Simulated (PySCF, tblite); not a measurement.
Isomers of C8H9O2P, one GFN2-xTB conformer each. Single-point energies are computed at PBE0/pcSseg-1 (PySCF, gas phase, no added dispersion term), electronic only.

```tsv
SMILES	GFN2-xTB relative energy (kJ/mol)
COC(=O)c1cccc(C)p1	85.8
CC(=O)c1pcoc1C1CC1	152.2
O=P1(c2ccco2)CC=CC1	0.0
COc1cc(C)cc(C=O)p1	158.9
```

Conformers: `[CH3:1][O:2][C:3](=[O:4])[c:5]1[cH:6][cH:7][cH:8][c:9]([CH3:10])[p:11]1` with C1–O2–C3–O4 0°, O2–C3–C5–C6 180°; `[CH3:1][C:2](=[O:3])[c:4]1[p:5][cH:6][o:7][c:8]1[CH:9]1[CH2:10][CH2:11]1` with C1–C2–C4–P5 1°, O7–C8–C9–C10 34°; `[O:1]=[P:2]1([c:3]2[cH:4][cH:5][cH:6][o:7]2)[CH2:8][CH:9]=[CH:10][CH2:11]1` with O1–P2–C3–C4 -7°, O1–P2–C8–C9 -149°, P2–C8–C9–C10 18°, C9–C10–C11–P2 -18°, O1–P2–C11–C10 149°; `[CH3:1][O:2][c:3]1[cH:4][c:5]([CH3:6])[cH:7][c:8]([CH:9]=[O:10])[p:11]1` with C1–O2–C3–C4 180°, C7–C8–C9–O10 1°.

Q: What does PBE0/pcSseg-1 give for the same structures?

A: 
```json
{"SMILES": "COC(=O)c1cccc(C)p1", "PBE0/pcSseg-1 E (Eh)": "-801.34978", "PBE0/pcSseg-1 (kJ/mol)": "0.0", "GFN2-xTB (kJ/mol)": "85.8", "point group": "Cs"}
{"SMILES": "O=P1(c2ccco2)CC=CC1", "PBE0/pcSseg-1 E (Eh)": "-801.32694", "PBE0/pcSseg-1 (kJ/mol)": "60.0", "GFN2-xTB (kJ/mol)": "0.0", "point group": "near Cs"}
{"SMILES": "COc1cc(C)cc(C=O)p1", "PBE0/pcSseg-1 E (Eh)": "-801.31912", "PBE0/pcSseg-1 (kJ/mol)": "80.5", "GFN2-xTB (kJ/mol)": "158.9", "point group": "–"}
{"SMILES": "CC(=O)c1pcoc1C1CC1", "PBE0/pcSseg-1 E (Eh)": "-801.30188", "PBE0/pcSseg-1 (kJ/mol)": "125.8", "GFN2-xTB (kJ/mol)": "152.2", "point group": "Cs"}
```

GFN2-xTB puts O=P1(c2ccco2)CC=CC1 lowest instead; measured from each level's own lowest isomer, the values differ by up to 85.8 kJ/mol (COC(=O)c1cccc(C)p1: 85.8 against 0.0). As drawn, the lowest has a C(=O)–O unit, which the highest lacks; the highest has a three-membered ring, which the lowest lacks.

Q: Which frontier levels, dipoles and rotational constants go with these structures?

A: 
| SMILES | HOMO (eV, PBE0/pcSseg-1) | LUMO (eV) | dipole (D) | A, B, C (MHz) |
| --- | --- | --- | --- | --- |
| COC(=O)c1cccc(C)p1 | -7.16 | -2.03 | 1.95 | 2006, 651.0, 494.5 |
| O=P1(c2ccco2)CC=CC1 | -7.03 | -0.60 | 3.82 | 1722, 848.7, 679.5 |
| COc1cc(C)cc(C=O)p1 | -6.91 | -2.30 | 3.75 | 1318, 769.6, 488.8 |
| CC(=O)c1pcoc1C1CC1 | -6.79 | -1.44 | 1.98 | 1393, 861.8, 557.3 |

Q: What happens when harmonic zero-point energies from GFN2-xTB frequencies are added?

A: 
```csv
SMILES,ZPE (kJ/mol),electronic (kJ/mol),with ZPE (kJ/mol)
COC(=O)c1cccc(C)p1,392.7,0.0,0.0
O=P1(c2ccco2)CC=CC1,393.4,60.0,60.7
COc1cc(C)cc(C=O)p1,389.8,80.5,77.6
CC(=O)c1pcoc1C1CC1,395.7,125.8,128.8
```

The zero-point energies span 5.9 kJ/mol. The order is unchanged.

Q: As an exercise, what shares would exp(−E/RT) give at 2000 K from these electronic energies alone (no entropy, no degeneracies)?

A: RT = 16.629 kJ/mol: COC(=O)c1cccc(C)p1 96.6 %, O=P1(c2ccco2)CC=CC1 2.6 %, COc1cc(C)cc(C=O)p1 0.8 %, CC(=O)c1pcoc1C1CC1 0.1 %.
